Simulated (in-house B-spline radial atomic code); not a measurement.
Whole-atom quantities along the 40-electron series, configuration [Kr] 4d4. Breit and QED terms are first order and not part of the total energy; the density at the nucleus is averaged over the nuclear charge. Computed with a B-spline radial code for spherical atoms: Dirac-Hartree-Fock, average of the configuration, finite nuclei.

```json
{"ion": "I13+", "Z": "53", "E/Z² (Eh)": "-2.5126", "Σ<r²> (bohr²)": "9.7254", "n(0)/Z³ (bohr⁻³)": "1.5979", "Lamb diamagnetic shielding (ppm)": "5609.25", "repulsion over attraction": "0.1317", "Breit energy (eV)": "145.36", "self-energy (eV)": "111.79", "vacuum polarisation (eV)": "-14.912", "Dirac less non-relativistic energy (Eh)": "-197.93"}
{"ion": "Xe14+", "Z": "54", "E/Z² (Eh)": "-2.5301", "Σ<r²> (bohr²)": "9.0671", "n(0)/Z³ (bohr⁻³)": "1.645", "Lamb diamagnetic shielding (ppm)": "5748.78", "repulsion over attraction": "0.12971", "Breit energy (eV)": "154.93", "self-energy (eV)": "119.5", "vacuum polarisation (eV)": "-16.176", "Dirac less non-relativistic energy (Eh)": "-214.84"}
{"ion": "Cs15+", "Z": "55", "E/Z² (Eh)": "-2.5473", "Σ<r²> (bohr²)": "8.4768", "n(0)/Z³ (bohr⁻³)": "1.6953", "Lamb diamagnetic shielding (ppm)": "5889.2", "repulsion over attraction": "0.12776", "Breit energy (eV)": "164.93", "self-energy (eV)": "127.61", "vacuum polarisation (eV)": "-17.528", "Dirac less non-relativistic energy (Eh)": "-232.85"}
{"ion": "Ba16+", "Z": "56", "E/Z² (Eh)": "?", "Σ<r²> (bohr²)": "?", "n(0)/Z³ (bohr⁻³)": "?", "Lamb diamagnetic shielding (ppm)": "?", "repulsion over attraction": "?", "Breit energy (eV)": "?", "self-energy (eV)": "?", "vacuum polarisation (eV)": "?", "Dirac less non-relativistic energy (Eh)": "?"}
{"ion": "La17+", "Z": "57", "E/Z² (Eh)": "-2.5808", "Σ<r²> (bohr²)": "7.4632", "n(0)/Z³ (bohr⁻³)": "1.802", "Lamb diamagnetic shielding (ppm)": "6172.9", "repulsion over attraction": "0.12396", "Breit energy (eV)": "186.28", "self-energy (eV)": "145.07", "vacuum polarisation (eV)": "-20.513", "Dirac less non-relativistic energy (Eh)": "-272.44"}
{"ion": "Ce18+", "Z": "58", "E/Z² (Eh)": "?", "Σ<r²> (bohr²)": "?", "n(0)/Z³ (bohr⁻³)": "?", "Lamb diamagnetic shielding (ppm)": "?", "repulsion over attraction": "?", "Breit energy (eV)": "?", "self-energy (eV)": "?", "vacuum polarisation (eV)": "?", "Dirac less non-relativistic energy (Eh)": "?"}
{"ion": "Pr19+", "Z": "59", "E/Z² (Eh)": "-2.6132", "Σ<r²> (bohr²)": "6.6265", "n(0)/Z³ (bohr⁻³)": "1.9197", "Lamb diamagnetic shielding (ppm)": "6460.65", "repulsion over attraction": "0.1203", "Breit energy (eV)": "209.51", "self-energy (eV)": "164.31", "vacuum polarisation (eV)": "-23.914", "Dirac less non-relativistic energy (Eh)": "-317.15"}
{"ion": "Nd20+", "Z": "60", "E/Z² (Eh)": "-2.6291", "Σ<r²> (bohr²)": "6.2612", "n(0)/Z³ (bohr⁻³)": "1.9826", "Lamb diamagnetic shielding (ppm)": "6606.15", "repulsion over attraction": "0.11852", "Breit energy (eV)": "221.86", "self-energy (eV)": "174.65", "vacuum polarisation (eV)": "-25.784", "Dirac less non-relativistic energy (Eh)": "-341.57"}
{"ion": "Pm21+", "Z": "61", "E/Z² (Eh)": "-2.6447", "Σ<r²> (bohr²)": "5.9258", "n(0)/Z³ (bohr⁻³)": "2.0457", "Lamb diamagnetic shielding (ppm)": "6752.77", "repulsion over attraction": "0.11678", "Breit energy (eV)": "234.71", "self-energy (eV)": "185.48", "vacuum polarisation (eV)": "-27.776", "Dirac less non-relativistic energy (Eh)": "-367.45"}
{"ion": "Sm22+", "Z": "62", "E/Z² (Eh)": "-2.6601", "Σ<r²> (bohr²)": "5.6171", "n(0)/Z³ (bohr⁻³)": "2.1045", "Lamb diamagnetic shielding (ppm)": "6900.55", "repulsion over attraction": "0.11508", "Breit energy (eV)": "248.07", "self-energy (eV)": "196.82", "vacuum polarisation (eV)": "-29.893", "Dirac less non-relativistic energy (Eh)": "-394.84"}
{"ion": "Eu23+", "Z": "63", "E/Z² (Eh)": "-2.6754", "Σ<r²> (bohr²)": "5.3322", "n(0)/Z³ (bohr⁻³)": "2.175", "Lamb diamagnetic shielding (ppm)": "7049.57", "repulsion over attraction": "0.1134", "Breit energy (eV)": "261.97", "self-energy (eV)": "208.71", "vacuum polarisation (eV)": "-32.152", "Dirac less non-relativistic energy (Eh)": "-423.84"}
{"ion": "Gd24+", "Z": "64", "E/Z² (Eh)": "-2.6904", "Σ<r²> (bohr²)": "5.0686", "n(0)/Z³ (bohr⁻³)": "2.2471", "Lamb diamagnetic shielding (ppm)": "7199.86", "repulsion over attraction": "0.11176", "Breit energy (eV)": "276.41", "self-energy (eV)": "221.15", "vacuum polarisation (eV)": "-34.555", "Dirac less non-relativistic energy (Eh)": "-454.51"}
{"ion": "Tb25+", "Z": "65", "E/Z² (Eh)": "?", "Σ<r²> (bohr²)": "?", "n(0)/Z³ (bohr⁻³)": "?", "Lamb diamagnetic shielding (ppm)": "?", "repulsion over attraction": "?", "Breit energy (eV)": "?", "self-energy (eV)": "?", "vacuum polarisation (eV)": "?", "Dirac less non-relativistic energy (Eh)": "?"}
{"ion": "Dy26+", "Z": "66", "E/Z² (Eh)": "-2.72", "Σ<r²> (bohr²)": "4.597", "n(0)/Z³ (bohr⁻³)": "2.4044", "Lamb diamagnetic shielding (ppm)": "7504.44", "repulsion over attraction": "0.10858", "Breit energy (eV)": "306.98", "self-energy (eV)": "247.8", "vacuum polarisation (eV)": "-39.832", "Dirac less non-relativistic energy (Eh)": "-521.16"}
{"ion": "Ho27+", "Z": "67", "E/Z² (Eh)": "-2.7345", "Σ<r²> (bohr²)": "4.3855", "n(0)/Z³ (bohr⁻³)": "2.4957", "Lamb diamagnetic shielding (ppm)": "7658.85", "repulsion over attraction": "0.10703", "Breit energy (eV)": "323.13", "self-energy (eV)": "262.05", "vacuum polarisation (eV)": "-42.729", "Dirac less non-relativistic energy (Eh)": "-557.31"}
{"ion": "Er28+", "Z": "68", "E/Z² (Eh)": "-2.7489", "Σ<r²> (bohr²)": "4.1882", "n(0)/Z³ (bohr⁻³)": "2.582", "Lamb diamagnetic shielding (ppm)": "7814.7", "repulsion over attraction": "0.10552", "Breit energy (eV)": "339.88", "self-energy (eV)": "276.95", "vacuum polarisation (eV)": "-45.802", "Dirac less non-relativistic energy (Eh)": "-595.41"}
{"ion": "Tm29+", "Z": "69", "E/Z² (Eh)": "-2.7632", "Σ<r²> (bohr²)": "4.0038", "n(0)/Z³ (bohr⁻³)": "2.6838", "Lamb diamagnetic shielding (ppm)": "7972.12", "repulsion over attraction": "0.10403", "Breit energy (eV)": "357.25", "self-energy (eV)": "292.54", "vacuum polarisation (eV)": "-49.078", "Dirac less non-relativistic energy (Eh)": "-635.61"}
{"ion": "Yb30+", "Z": "70", "E/Z² (Eh)": "-2.7774", "Σ<r²> (bohr²)": "3.8311", "n(0)/Z³ (bohr⁻³)": "2.7733", "Lamb diamagnetic shielding (ppm)": "8131.05", "repulsion over attraction": "0.10257", "Breit energy (eV)": "375.24", "self-energy (eV)": "308.83", "vacuum polarisation (eV)": "-52.544", "Dirac less non-relativistic energy (Eh)": "-677.9"}
{"ion": "Lu31+", "Z": "71", "E/Z² (Eh)": "-2.7915", "Σ<r²> (bohr²)": "3.6693", "n(0)/Z³ (bohr⁻³)": "2.871", "Lamb diamagnetic shielding (ppm)": "8291.62", "repulsion over attraction": "0.10114", "Breit energy (eV)": "393.88", "self-energy (eV)": "325.85", "vacuum polarisation (eV)": "-56.229", "Dirac less non-relativistic energy (Eh)": "-722.44"}
{"ion": "Hf32+", "Z": "72", "E/Z² (Eh)": "-2.8055", "Σ<r²> (bohr²)": "3.5173", "n(0)/Z³ (bohr⁻³)": "2.9881", "Lamb diamagnetic shielding (ppm)": "8453.98", "repulsion over attraction": "0.099736", "Breit energy (eV)": "413.18", "self-energy (eV)": "343.64", "vacuum polarisation (eV)": "-60.158", "Dirac less non-relativistic energy (Eh)": "-769.37"}
{"ion": "Ta33+", "Z": "73", "E/Z² (Eh)": "-2.8194", "Σ<r²> (bohr²)": "3.3744", "n(0)/Z³ (bohr⁻³)": "3.1066", "Lamb diamagnetic shielding (ppm)": "8618.09", "repulsion over attraction": "0.098357", "Breit energy (eV)": "433.15", "self-energy (eV)": "362.23", "vacuum polarisation (eV)": "-64.328", "Dirac less non-relativistic energy (Eh)": "-818.72"}
```

(1) Fill in the row of Ba16+.

(2) Fill in the row of Ce18+.

(3) Fill in the row of Tb25+.

(4) With what power of Z does the column «vacuum polarisation (eV)» change over this range?

Answers

(1) E/Z² (Eh): -2.5642; Σ<r²> (bohr²): 7.9448; n(0)/Z³ (bohr⁻³): 1.7469; Lamb diamagnetic shielding (ppm): 6030.56; repulsion over attraction: 0.12584; Breit energy (eV): 175.38; self-energy (eV): 136.12; vacuum polarisation (eV): -18.971; Dirac less non-relativistic energy (Eh): -252.04.

(2) E/Z² (Eh): -2.5971; Σ<r²> (bohr²): 7.0256; n(0)/Z³ (bohr⁻³): 1.8592; Lamb diamagnetic shielding (ppm): 6316.25; repulsion over attraction: 0.12211; Breit energy (eV): 197.66; self-energy (eV): 154.46; vacuum polarisation (eV): -22.159; Dirac less non-relativistic energy (Eh): -294.12.

(3) E/Z² (Eh): -2.7053; Σ<r²> (bohr²): 4.8242; n(0)/Z³ (bohr⁻³): 2.3394; Lamb diamagnetic shielding (ppm): 7351.53; repulsion over attraction: 0.11016; Breit energy (eV): 291.41; self-energy (eV): 234.17; vacuum polarisation (eV): -37.123; Dirac less non-relativistic energy (Eh): -486.97.

(4) A fit of the logarithm of its size against log Z from Z = 53 to 73 has slope 4.56.
